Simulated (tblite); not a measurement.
A geometry optimisation, step by step.

Species: C6H13GeNSi.
SMILES with atom numbers: `[CH3:1][SiH2:2][CH2:3]/[CH:4]=[CH:5]\[GeH2:6][CH2:7][C:8]#[N:9]` (hydrogens: H10, H11, H12 on C1; H13, H14 on Si2; H15, H16 on C3; H17 on C4; H18 on C5; H19, H20 on Ge6; H21, H22 on C7)

Computed with GFN2-xTB (tblite), gas phase: L-BFGS steps from a force-field or distance-geometry start until the largest atomic force falls under 0.01 eV/Å. 8 of its 213 geometries are shown.

Step 0: E = -706.0647 eV, largest atomic force 1.248 eV/Å
```
atom  x, y, z in Å  |  force x, y, z in eV/Å
C1     -3.586    0.815    0.820   -0.742   0.739   0.401
Si2    -2.971   -0.800    0.131   -0.286  -0.975   0.104
C3     -1.084   -0.827    0.175   -0.079   0.604  -0.092
C4     -0.516    0.233   -0.750    0.934  -0.504   0.574
C5      0.803    0.416   -0.874   -0.714   0.203  -0.306
Ge6     2.132   -0.615    0.060   -0.716  -0.500   0.781
C7      3.914    0.005   -0.440    0.858   0.885   0.196
C8      4.078    1.410   -0.046    0.080  -0.558  -0.280
N9      4.202    2.511    0.255   -0.135  -0.699  -0.163
H10    -3.230    0.949    1.863   -0.337   0.140  -0.736
H11    -4.707    0.811    0.819    1.043   0.235   0.101
H12    -3.233    1.649    0.191   -0.291  -0.239   0.539
H13    -3.480   -1.904    0.982    0.085   0.117  -0.180
H14    -3.434   -0.977   -1.244   -0.034  -0.044  -0.142
H15    -0.754   -1.821   -0.147    0.276   0.255   0.229
H16    -0.764   -0.638    1.228    0.136  -0.242  -0.791
H17    -1.181    0.863   -1.316   -0.257  -0.027  -0.016
H18     1.153    1.186   -1.557   -0.005  -0.035   0.081
H19     1.939   -0.437    1.596    0.143  -0.229  -0.592
H20     1.993   -2.109   -0.305    0.137   0.383   0.227
H21     4.672   -0.606    0.089   -0.211   0.377  -0.358
H22     4.042   -0.095   -1.532    0.113   0.115   0.422
```

Step 30: E = -706.3037 eV, largest atomic force 0.029 eV/Å
```
atom  x, y, z in Å  |  force x, y, z in eV/Å
C1     -3.637    0.830    0.833    0.001  -0.005  -0.003
Si2    -3.025   -0.827    0.141    0.012  -0.010  -0.006
C3     -1.119   -0.805    0.131    0.002   0.002   0.002
C4     -0.513    0.232   -0.760    0.001  -0.009   0.008
C5      0.796    0.420   -0.872   -0.005   0.003  -0.007
Ge6     2.132   -0.618    0.090    0.003   0.010  -0.027
C7      3.957    0.010   -0.433    0.013   0.010   0.001
C8      4.102    1.383   -0.069   -0.004  -0.007  -0.001
N9      4.174    2.484    0.236    0.002   0.007  -0.006
H10    -3.287    0.985    1.851   -0.007   0.007  -0.001
H11    -4.721    0.878    0.847    0.001  -0.004   0.000
H12    -3.279    1.664    0.235   -0.009   0.011   0.011
H13    -3.475   -1.946    0.977    0.001   0.014   0.002
H14    -3.504   -1.015   -1.236   -0.002   0.004  -0.002
H15    -0.733   -1.785   -0.165   -0.008   0.008  -0.010
H16    -0.743   -0.644    1.147    0.006  -0.010  -0.003
H17    -1.196    0.848   -1.334    0.016  -0.011   0.006
H18     1.170    1.196   -1.530   -0.007   0.002  -0.001
H19     2.000   -0.507    1.585   -0.003  -0.010   0.019
H20     2.073   -2.092   -0.237   -0.007  -0.013   0.011
H21     4.722   -0.581    0.073    0.000   0.006   0.000
H22     4.095   -0.091   -1.512   -0.007  -0.003   0.008
```

Step 61: E = -706.3058 eV, largest atomic force 0.044 eV/Å
```
atom  x, y, z in Å  |  force x, y, z in eV/Å
C1     -3.646    0.842    0.847    0.002  -0.002  -0.001
Si2    -3.024   -0.809    0.148    0.009   0.012  -0.003
C3     -1.117   -0.829    0.105   -0.005  -0.001  -0.003
C4     -0.502    0.221   -0.765   -0.005  -0.007  -0.002
C5      0.806    0.422   -0.858   -0.006  -0.013   0.010
Ge6     2.139   -0.618    0.108    0.020   0.029   0.027
C7      3.962    0.013   -0.418    0.006   0.004  -0.004
C8      4.093    1.397   -0.094    0.003   0.013   0.000
N9      4.158    2.507    0.178   -0.003   0.002  -0.005
H10    -3.312    0.998    1.869    0.014  -0.001  -0.006
H11    -4.732    0.874    0.851   -0.001  -0.002   0.001
H12    -3.298    1.684    0.255    0.009   0.001   0.011
H13    -3.474   -1.927    0.987   -0.005  -0.001  -0.002
H14    -3.516   -0.979   -1.226   -0.006  -0.013  -0.003
H15    -0.774   -1.808   -0.245   -0.003   0.014   0.001
H16    -0.708   -0.725    1.115    0.001   0.000  -0.016
H17    -1.180    0.833   -1.350   -0.001  -0.003   0.003
H18     1.180    1.204   -1.507    0.003  -0.008   0.017
H19     2.013   -0.514    1.608   -0.009   0.000  -0.027
H20     2.087   -2.092   -0.217   -0.018  -0.020   0.002
H21     4.734   -0.554    0.103   -0.008  -0.008   0.007
H22     4.101   -0.118   -1.494    0.004   0.004  -0.006
```

Step 91: E = -706.3555 eV, largest atomic force 0.132 eV/Å
```
atom  x, y, z in Å  |  force x, y, z in eV/Å
C1     -3.160    0.852    0.988   -0.022   0.005  -0.002
Si2    -3.050   -0.800    0.066    0.022  -0.011   0.004
C3     -1.217   -1.147   -0.367    0.038  -0.028  -0.015
C4     -0.552    0.067   -0.907    0.037  -0.007   0.012
C5      0.671    0.491   -0.604    0.020  -0.027  -0.038
Ge6     2.013   -0.450    0.451    0.000  -0.006   0.002
C7      3.841    0.088   -0.184   -0.010   0.004  -0.015
C8      3.879    1.491   -0.441   -0.036   0.089   0.015
N9      3.858    2.622   -0.629    0.013  -0.131   0.002
H10    -2.662    0.798    1.952   -0.011  -0.002   0.003
H11    -4.194    1.133    1.164    0.005   0.005   0.026
H12    -2.692    1.657    0.428    0.000   0.000  -0.012
H13    -3.590   -1.882    0.897    0.041  -0.021  -0.024
H14    -3.773   -0.756   -1.216   -0.037   0.049   0.047
H15    -1.200   -1.929   -1.131    0.003   0.026   0.028
H16    -0.655   -1.525    0.493    0.002   0.033  -0.046
H17    -1.154    0.647   -1.601    0.032  -0.008  -0.004
H18     1.026    1.417   -1.043   -0.001  -0.024   0.000
H19     1.967   -0.190    1.938   -0.055   0.008  -0.019
H20     1.959   -1.950    0.272   -0.001  -0.003   0.046
H21     4.592   -0.157    0.570   -0.025  -0.009   0.005
H22     4.083   -0.459   -1.098   -0.015   0.058  -0.013
```

Step 121: E = -706.4169 eV, largest atomic force 0.099 eV/Å
```
atom  x, y, z in Å  |  force x, y, z in eV/Å
C1     -2.652    0.754    1.184   -0.037   0.012  -0.001
Si2    -2.921   -0.752    0.067   -0.010  -0.006  -0.041
C3     -1.254   -1.237   -0.754   -0.059   0.033  -0.051
C4     -0.530   -0.045   -1.241   -0.060   0.015   0.007
C5      0.597    0.446   -0.739    0.045  -0.022  -0.031
Ge6     1.744   -0.286    0.650   -0.046   0.031   0.008
C7      3.607    0.111    0.022    0.014  -0.009   0.009
C8      3.618    1.459   -0.448    0.015   0.012   0.028
N9      3.558    2.544   -0.808    0.050  -0.008  -0.011
H10    -1.982    0.524    2.008   -0.023   0.007  -0.010
H11    -3.590    1.115    1.601    0.078  -0.043   0.000
H12    -2.207    1.571    0.621    0.004   0.017   0.022
H13    -3.412   -1.913    0.816    0.002  -0.011   0.029
H14    -3.879   -0.440   -1.006    0.026   0.029   0.033
H15    -1.488   -1.881   -1.600    0.011  -0.095  -0.027
H16    -0.630   -1.799   -0.059   -0.001   0.016   0.038
H17    -1.013    0.478   -2.062    0.005  -0.019   0.019
H18     1.005    1.351   -1.177   -0.014  -0.013   0.036
H19     1.539    0.364    2.001    0.017   0.013  -0.059
H20     1.663   -1.774    0.904    0.009   0.010  -0.037
H21     4.346   -0.007    0.813   -0.001   0.005   0.064
H22     3.870   -0.563   -0.796   -0.024   0.025  -0.027
```

Step 151: E = -706.4612 eV, largest atomic force 0.038 eV/Å
```
atom  x, y, z in Å  |  force x, y, z in eV/Å
C1     -2.281    0.611    1.317   -0.006   0.000  -0.008
Si2    -2.850   -0.708    0.083    0.020   0.007  -0.030
C3     -1.316   -1.309   -0.903    0.018   0.007  -0.017
C4     -0.587   -0.167   -1.496    0.017   0.012   0.002
C5      0.492    0.419   -0.986    0.006  -0.003   0.006
Ge6     1.494   -0.069    0.605    0.022   0.004  -0.016
C7      3.442    0.155    0.186   -0.023  -0.015   0.000
C8      3.658    1.482   -0.291    0.019   0.006  -0.007
N9      3.786    2.552   -0.678   -0.004  -0.006   0.009
H10    -1.475    0.239    1.945    0.004  -0.005   0.011
H11    -3.091    0.927    1.967   -0.005   0.010   0.005
H12    -1.910    1.491    0.796    0.006   0.001   0.024
H13    -3.423   -1.868    0.771   -0.012  -0.029   0.009
H14    -3.834   -0.144   -0.848   -0.014   0.007  -0.026
H15    -1.635   -1.990   -1.691   -0.034  -0.010   0.015
H16    -0.663   -1.858   -0.224    0.011   0.001   0.010
H17    -1.017    0.226   -2.412   -0.024   0.018   0.003
H18     0.910    1.280   -1.498   -0.014  -0.030  -0.010
H19     1.183    0.815    1.785    0.006   0.017   0.002
H20     1.316   -1.490    1.088    0.011  -0.011   0.006
H21     4.052   -0.020    1.074   -0.001   0.011  -0.003
H22     3.739   -0.555   -0.589   -0.004   0.010   0.015
```

Step 182: E = -706.4649 eV, largest atomic force 0.033 eV/Å
```
atom  x, y, z in Å  |  force x, y, z in eV/Å
C1     -2.299    0.588    1.351    0.007  -0.006   0.015
Si2    -2.862   -0.693    0.073   -0.011   0.020   0.016
C3     -1.324   -1.313   -0.892   -0.003  -0.014   0.004
C4     -0.593   -0.185   -1.507   -0.013   0.016   0.011
C5      0.505    0.392   -1.027   -0.012  -0.001   0.001
Ge6     1.510   -0.056    0.574    0.002  -0.008   0.000
C7      3.464    0.166    0.187    0.005  -0.002   0.006
C8      3.695    1.494   -0.281   -0.003  -0.020  -0.018
N9      3.830    2.565   -0.663    0.003   0.003   0.008
H10    -1.526    0.185    2.003   -0.025   0.002  -0.021
H11    -3.125    0.913    1.977   -0.003  -0.007   0.011
H12    -1.889    1.472    0.868    0.016  -0.016  -0.008
H13    -3.486   -1.853    0.725    0.018   0.012  -0.016
H14    -3.810   -0.087   -0.871    0.005  -0.005  -0.005
H15    -1.652   -2.009   -1.665    0.002   0.010   0.004
H16    -0.671   -1.852   -0.206    0.005  -0.001   0.017
H17    -1.045    0.212   -2.411    0.013  -0.006  -0.023
H18     0.919    1.239   -1.562    0.005   0.001  -0.002
H19     1.176    0.863    1.722    0.009  -0.005  -0.002
H20     1.338   -1.464    1.096    0.001  -0.002   0.002
H21     4.055   -0.011    1.088   -0.010   0.014   0.004
H22     3.778   -0.546   -0.579   -0.012   0.015  -0.005
```

Step 212: E = -706.4692 eV, largest atomic force 0.009 eV/Å
```
atom  x, y, z in Å  |  force x, y, z in eV/Å
C1     -2.277    0.512    1.423    0.002   0.001  -0.003
Si2    -2.871   -0.635    0.037   -0.008   0.000  -0.004
C3     -1.329   -1.319   -0.876    0.000   0.002   0.002
C4     -0.577   -0.225   -1.528   -0.006   0.001  -0.004
C5      0.514    0.368   -1.052    0.002   0.000  -0.001
Ge6     1.496   -0.022    0.577   -0.001   0.002  -0.001
C7      3.449    0.204    0.187   -0.001   0.003   0.004
C8      3.671    1.515   -0.330    0.004   0.008   0.000
N9      3.805    2.574   -0.744   -0.003  -0.005  -0.001
H10    -1.638   -0.019    2.125    0.002  -0.002   0.001
H11    -3.109    0.928    1.983   -0.002   0.000   0.000
H12    -1.701    1.341    1.020    0.001   0.005   0.001
H13    -3.615   -1.778    0.581    0.001  -0.003   0.001
H14    -3.712    0.093   -0.922    0.003   0.001   0.005
H15    -1.653   -2.042   -1.623    0.001   0.000  -0.002
H16    -0.693   -1.833   -0.154    0.002   0.000   0.003
H17    -1.004    0.128   -2.462    0.000  -0.001  -0.002
H18     0.946    1.186   -1.619    0.000   0.000   0.000
H19     1.150    0.925    1.698    0.004  -0.003  -0.003
H20     1.332   -1.417    1.137   -0.001  -0.006  -0.001
H21     4.040    0.066    1.094    0.001   0.000  -0.002
H22     3.767   -0.531   -0.555    0.000  -0.001   0.006
```

Question: Summarise the path.

Answer: The energy falls by 39.03 kJ/mol from step 0 to step 212; nine tenths of that is first reached at step 128. It rises by more than 0.2 meV at step 5. The largest force goes from 1.248 to 0.009 eV/Å. Among the bonds Ge6–C7 changes most, from 1.952 to 2.004 Å; the atoms move by 1.290 Å rms after alignment.

Question: Follow the three bonds and two angles with the largest change from start to end.

Answer: 
```csv
step,E above end (kJ/mol),largest force (eV/Å),Ge6–C7 (Å),Ge6–H19 (Å),C7–C8 (Å),C5–Ge6–H20 (°),C3–C4–H17 (°)
0,39.03,1.248,1.952,1.558,1.468,110.0,119.9
9,16.86,0.156,1.992,1.509,1.427,111.7,117.0
18,16.23,0.042,1.999,1.508,1.427,112.7,116.8
28,15.99,0.032,1.999,1.505,1.427,112.9,117.1
37,15.90,0.020,2.000,1.506,1.427,112.7,117.0
46,15.84,0.026,2.001,1.506,1.427,112.8,116.9
55,15.81,0.017,2.000,1.506,1.427,112.8,117.0
65,15.68,0.093,2.000,1.505,1.427,112.7,116.7
74,14.64,0.092,2.004,1.505,1.428,111.9,116.8
83,12.57,0.116,2.004,1.509,1.424,112.4,115.0
92,10.73,0.229,2.006,1.509,1.428,113.0,114.8
101,9.11,0.090,2.005,1.509,1.427,115.9,114.8
111,7.49,0.158,2.003,1.512,1.427,115.8,115.2
120,5.20,0.106,2.008,1.509,1.426,117.1,114.9
129,3.67,0.082,2.004,1.507,1.427,118.2,115.3
138,2.11,0.084,2.003,1.509,1.427,117.6,115.7
147,1.06,0.155,2.003,1.509,1.426,115.4,114.6
157,0.65,0.027,2.002,1.507,1.427,115.9,115.1
166,0.55,0.023,2.003,1.508,1.427,116.0,114.9
175,0.49,0.017,2.004,1.508,1.427,116.3,115.0
184,0.36,0.042,2.006,1.509,1.426,116.1,114.9
194,0.09,0.021,2.004,1.507,1.426,116.4,114.7
203,0.03,0.016,2.005,1.507,1.427,116.3,114.9
212,0.00,0.009,2.004,1.508,1.427,116.2,114.8
```

The cost below is that of the whole relaxation. Hardware: one thread, Arm Neoverse V2 (aarch64), shared host with 192 logical CPUs at a one-minute load of 98. Cost: 2.1 s of wall time.
